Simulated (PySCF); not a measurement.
C7H8O, charge -1, doublet, geometry from GFN2-xTB (a state made from the parent by changing its charge; the spin is typed, not shown lowest) (in this run its highest filled SCF level lies above zero, so its values depend strongly on the basis, on diffuse functions most of all); MP2/6-31G* in PySCF.

Here is a job for PySCF.
```python
from pyscf import gto, scf, mp

mol = gto.M(
    atom='''
C    -2.852446    0.121046    0.403642
C    -1.356537    0.043842    0.197810
C    -0.513174    0.697143    1.073993
C     0.924274    0.643018    0.860775
C     1.404763   -0.068948   -0.223667
O     2.797803   -0.129664   -0.441730
C     0.579000   -0.726017   -1.105212
C    -0.856122   -0.665573   -0.882072
H    -3.337054   -0.812578    0.111314
H    -3.094895    0.323598    1.448350
H    -3.287510    0.923145   -0.201348
H    -0.899488    1.253054    1.922226
H     1.598578    1.154075    1.544325
H     3.193694    0.384316    0.270661
H     0.984028   -1.274920   -1.943971
H    -1.518323   -1.180439   -1.569326
''',
    basis='6-31g*',
    charge=-1,
    spin=1,
    verbose=4,
)

mf = scf.UHF(mol)
mf.kernel()

pt = mp.MP2(mf, frozen=8)
pt.kernel()
print('E(MP2) = %.10f' % pt.e_tot)
```

It wrote (shortened):

```
PySCF version 2.14.0

[INPUT] verbose = 4
[INPUT] num. atoms = 16
[INPUT] num. electrons = 59
[INPUT] charge = -1
[INPUT] spin (= nelec alpha-beta = 2S) = 1
[INPUT] symmetry False subgroup None
[INPUT] Mole.unit = angstrom
[INPUT] Symbol           X                Y                Z      unit          X                Y                Z       unit  Magmom
[INPUT]  1 C     -2.852446000000   0.121046000000   0.403642000000 AA   -5.390341725111   0.228743788474   0.762772832372 Bohr   0.0
[INPUT]  2 C     -1.356537000000   0.043842000000   0.197810000000 AA   -2.563483407839   0.082849372753   0.373806724700 Bohr   0.0
[INPUT]  3 C     -0.513174000000   0.697143000000   1.073993000000 AA   -0.969758314248   1.317409339658   2.029552629700 Bohr   0.0
[INPUT]  4 C      0.924274000000   0.643018000000   0.860775000000 AA    1.746624724056   1.215127913166   1.626629004872 Bohr   0.0
[INPUT]  5 C      1.404763000000  -0.068948000000  -0.223667000000 AA    2.654617339922  -0.130292836837  -0.422669373103 Bohr   0.0
[INPUT]  6 O      2.797803000000  -0.129664000000  -0.441730000000 AA    5.287081420487  -0.245029448216  -0.834748721004 Bohr   0.0
[INPUT]  7 C      0.579000000000  -0.726017000000  -1.105212000000 AA    1.094151426123  -1.371973291778  -2.088547989583 Bohr   0.0
[INPUT]  8 C     -0.856122000000  -0.665573000000  -0.882072000000 AA   -1.617836109215  -1.257750685905  -1.666874502147 Bohr   0.0
[INPUT]  9 H     -3.337054000000  -0.812578000000   0.111314000000 AA   -6.306118122884  -1.535549874847   0.210352973830 Bohr   0.0
[INPUT] 10 H     -3.094895000000   0.323598000000   1.448350000000 AA   -5.848503934286   0.611511594457   2.736984832514 Bohr   0.0
[INPUT] 11 H     -3.287510000000   0.923145000000  -0.201348000000 AA   -6.212493531769   1.744491223262  -0.380492575729 Bohr   0.0
[INPUT] 12 H     -0.899488000000   1.253054000000   1.922226000000 AA   -1.699785972333   2.367928879291   3.632480689518 Bohr   0.0
[INPUT] 13 H      1.598578000000   1.154075000000   1.544325000000 AA    3.020874608755   2.180885677207   2.918351297319 Bohr   0.0
[INPUT] 14 H      3.193694000000   0.384316000000   0.270661000000 AA    6.035206985667   0.726251985288   0.511475162601 Bohr   0.0
[INPUT] 15 H      0.984028000000  -1.274920000000  -1.943971000000 AA    1.859543418904  -2.409249630730  -3.673572784097 Bohr   0.0
[INPUT] 16 H     -1.518323000000  -1.180439000000  -1.569326000000 AA   -2.869214638628  -2.230706416755  -2.965596340159 Bohr   0.0

nuclear repulsion = 340.382990616571
number of shells = 64
number of NR pGTOs = 248
number of NR cGTOs = 128
basis = 6-31g*
ecp = {}

******** <class 'pyscf.scf.uhf.UHF'> ********
method = UHF
initial guess = minao
damping factor = 0
level_shift factor = 0
DIIS = <class 'pyscf.scf.diis.CDIIS'>
diis_start_cycle = 1
diis_space = 8
diis_damp = 0
SCF conv_tol = 1e-09
SCF conv_tol_grad = None
SCF max_cycles = 50
direct_scf = True
direct_scf_tol = 1e-13
number electrons alpha = 30  beta = 29
Set gradient conv threshold to 3.16228e-05
init E= -346.555703075982

cycle= 1 E= -344.370061086154  delta_E= 2.19  |g|= 0.435  |ddm|= 2.84
cycle= 2 E= -344.475101823845  delta_E= -0.105  |g|= 0.18  |ddm|= 0.607
cycle= 3 E= -344.490665216025  delta_E= -0.0156  |g|= 0.0627  |ddm|= 0.208
cycle= 4 E= -344.494014061222  delta_E= -0.00335  |g|= 0.0215  |ddm|= 0.0971
cycle= 5 E= -344.494730462563  delta_E= -0.000716  |g|= 0.0141  |ddm|= 0.0355
cycle= 6 E= -344.495308829539  delta_E= -0.000578  |g|= 0.00721  |ddm|= 0.0464
cycle= 7 E= -344.495497881418  delta_E= -0.000189  |g|= 0.0027  |ddm|= 0.0351
cycle= 8 E= -344.495516142051  delta_E= -1.83e-05  |g|= 0.00177  |ddm|= 0.00813
cycle= 9 E= -344.49552634868  delta_E= -1.02e-05  |g|= 0.00145  |ddm|= 0.0049
cycle= 10 E= -344.495538319295  delta_E= -1.2e-05  |g|= 0.00115  |ddm|= 0.00681
cycle= 11 E= -344.495551360652  delta_E= -1.3e-05  |g|= 0.000747  |ddm|= 0.0104
cycle= 12 E= -344.495557624631  delta_E= -6.26e-06  |g|= 0.000415  |ddm|= 0.00888
cycle= 13 E= -344.495559080544  delta_E= -1.46e-06  |g|= 0.000242  |ddm|= 0.00434
cycle= 14 E= -344.49555940075  delta_E= -3.2e-07  |g|= 0.00015  |ddm|= 0.00191
cycle= 15 E= -344.495559501395  delta_E= -1.01e-07  |g|= 9.65e-05  |ddm|= 0.000848
cycle= 16 E= -344.495559544418  delta_E= -4.3e-08  |g|= 7.09e-05  |ddm|= 0.000541
cycle= 17 E= -344.495559575607  delta_E= -3.12e-08  |g|= 4.79e-05  |ddm|= 0.000557
cycle= 18 E= -344.495559591171  delta_E= -1.56e-08  |g|= 3.01e-05  |ddm|= 0.000434
cycle= 19 E= -344.495559597287  delta_E= -6.12e-09  |g|= 1.71e-05  |ddm|= 0.000328
cycle= 20 E= -344.495559598819  delta_E= -1.53e-09  |g|= 1.04e-05  |ddm|= 0.000161
cycle= 21 E= -344.495559599254  delta_E= -4.35e-10  |g|= 7.08e-06  |ddm|= 7.31e-05
Extra cycle  E= -344.495559599379  delta_E= -1.25e-10  |g|= 5.75e-06  |ddm|= 1.92e-05
converged SCF energy = -344.495559599379  <S^2> = 0.84489808  2S+1 = 2.0927475

******** <class 'pyscf.mp.ump2.UMP2'> ********
nocc = (np.int64(22), np.int64(21)), nmo = (120, 120)
frozen orbitals 8
E(UMP2) = -345.547791755186  E_corr = -1.05223215580691
E(SCS-UMP2) = -345.515689745124  E_corr = -1.02013014574535
E_corr(same-spin) = -0.279863586026482
E_corr(oppo-spin) = -0.772368569780433
E(MP2) = -345.5477917552
```
